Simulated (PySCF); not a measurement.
Species: C6H13O (doublet state).
Numbering: `[CH2:1][C@@H:2]([CH2:3][CH3:4])[CH2:5][O:6][CH3:7]` (hydrogens: H8, H9 on C1; H10 on C2; H11, H12 on C3; H13, H14, H15 on C4; H16, H17 on C5; H18, H19, H20 on C7)

Geometry (GFN2-xTB, Å), atoms numbered from 1 in this order:
```
atom  x, y, z in Å
C1    -1.4001   -1.5301    0.2517
C2    -0.5501   -0.4832   -0.3377
C3    -0.9806    0.9253    0.0865
C4    -2.3366    1.2969   -0.4984
C5     0.9329   -0.7028    0.0579
O6     1.7372    0.1771   -0.6896
C7     3.0998    0.0763   -0.3744
H8    -1.8424   -1.3880    1.2188
H9    -1.4825   -2.4946   -0.2097
H10   -0.5754   -0.5513   -1.4322
H11   -1.0257    0.9713    1.1769
H12   -0.2243    1.6336   -0.2536
H13   -2.2959    1.2903   -1.5853
H14   -3.0933    0.5828   -0.1805
H15   -2.6353    2.2901   -0.1710
H16    1.2223   -1.7461   -0.1431
H17    1.0583   -0.5154    1.1356
H18    3.4867   -0.9287   -0.5872
H19    3.6177    0.8034   -0.9967
H20    3.2820    0.3039    0.6840
```

The hyperfine couplings belong to this conformer and change with its torsions.

Method used: PySCF, UKS B3LYP, pcH-1 on C H O, non-relativistic, mean-field spin-orbit, GIAO. Isolated species at its GFN2-xTB geometry (one conformer only). Couplings are sensitive to structure, and on GFN2-xTB geometries they can be far from those on DFT ones. Stability of the SCF solution: not tested.

The Mulliken spin populations are largest on C1 (+1.08) and C2 (-0.09). C1 is the only atom above +0.15. The positive populations add up to 1.18 and the negative ones to -0.18, together 2S = 1. The angles at C1 add up to 359.5°, so it is planar; its axial dipolar tensor and the negative couplings of its protons fit spin in a p orbital normal to that plane.

McConnell's relation a(H) = Q·ρ ties the coupling of a proton on a planar π carbon to the spin population of that carbon. What Q do the computed values give?

| H | C | ρ(C) | a(H) (G) | a/ρ (G) |
| --- | --- | --- | --- | --- |
| H8 | C1 | +1.083 | -22.32 | -20.6 |
| H9 | C1 | +1.083 | -22.27 | -20.6 |

These protons share one ρ (within 0.01), so their mean ratio, Q = -20.6 G, is no test of linearity. In McConnell's picture π spin on carbon polarises the C–H bond and leaves opposite spin at the proton, which makes Q negative, as found here.

Couplings in gauss use g_iso = 2.0026.
